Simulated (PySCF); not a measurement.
# What a mistake does to a calculation on Cl2GeH2Si

These are calculations, not measurements. They come from PySCF 2.14.0, an open-source quantum chemistry program, on an isolated molecule that a program drew, which may never have been made. The molecule is Cl2GeH2Si (charge 0, singlet), drawn as the SMILES string `Cl[SiH2][Ge][Cl]`.

Each row is a Hartree-Fock (HF) and frozen-core CCSD(T) single point in the cc-pV(D+d)Z basis, meant for a local HF minimum. Run 1 is clean. Each other run has one planted mistake out of seven kinds, and not every kind appears here: one electron removed, one electron added, multiplicity raised by two, geometry at a saddle point, minimal basis STO-3G, one bond length entered in bohr, all coordinates scaled. The reference is restricted for singlets and unrestricted otherwise, and also for a bond in bohr. Adding or removing an electron swaps singlet and doublet. Electrons count all cores. HOMO and LUMO are orbital energies over both spins, the gradient is its largest component, and the lowest frequency (negative if imaginary) is given only where the gradient is small. Bond lengths are over the 5 bonds as drawn. T1 is the CCSD diagnostic: over 0.02 (restricted) or 0.045 (unrestricted) a single reference is doubtful. Germanium has the cc-pVDZ-PP basis, with a core potential (ECP10MDF) in place of its 10 inner electrons, and its 3s, 3p and 3d shells are frozen in CCSD(T).

Geometry of the clean run:
```xyz
6
Cl2GeH2Si, angstrom
Cl   -2.7912   -2.4243    1.6227
Si   -1.2665   -1.0607    1.1812
Ge   -1.3024    0.7897    2.8528
Cl    0.4268    1.7917    1.8713
H    -1.5099   -0.5567   -0.1855
H     0.0109   -1.8008    1.2244
```

```
run,electrons,basis functions,<S^2>,HOMO (eV),LUMO (eV),gradient (hartree/bohr),lowest frequency (cm^-1),mean bond (Å),longest bond (Å),T1,HF (hartree),CCSD(T) (hartree),mistake
1,82,102,0.000,-9.08,-0.49,9.9e-06,41,1.9534,2.494,0.0141,-1502.57023,-1503.07853,no fault
2,82,102,0.000,-8.83,-0.23,3.1e-02,-,1.8616,2.377,0.0132,-1502.55681,-1503.06400,all coordinates scaled
3,83,102,0.763,-2.08,6.52,3.2e-02,-,1.9534,2.494,0.0123,-1502.61688,-1503.12811,one electron added
4,81,102,0.777,-16.10,-7.31,6.0e-02,-,1.9534,2.494,0.0246,-1502.26914,-1502.76398,?
5,82,102,1.073,-8.45,-0.92,6.3e-03,-,2.3258,3.954,0.0415,-1502.44700,-1502.93210,?
```

**Which mistake was planted in run 4, and what did it cost?**

It counts 81 electrons, one fewer than the clean run, at the same geometry and basis. So the mistake is: one electron removed. Subtracting run 1 and multiplying by 627.51 kcal/mol a hartree, the energy moved by 188.9 kcal/mol in HF and 197.4 kcal/mol in CCSD(T).

**Which mistake was planted in run 5, and what did it cost?**

The mean bond changes by a factor of 1.191 and the longest by 1.585, so the molecule wasn't scaled as a whole. A length L in bohr read as angstrom grows by (1/0.5292 - 1) L = 0.890 L. The 5 bonds together grew by 5 x 0.3724 = 1.862 Å, which gives L = 2.093 Å. That is bond Cl1-Si2, 2.093 Å in the clean geometry. So the mistake is: one bond length entered in bohr. Subtracting run 1 and multiplying by 627.51 kcal/mol a hartree, the energy moved by 77.3 kcal/mol in HF and 91.9 kcal/mol in CCSD(T).

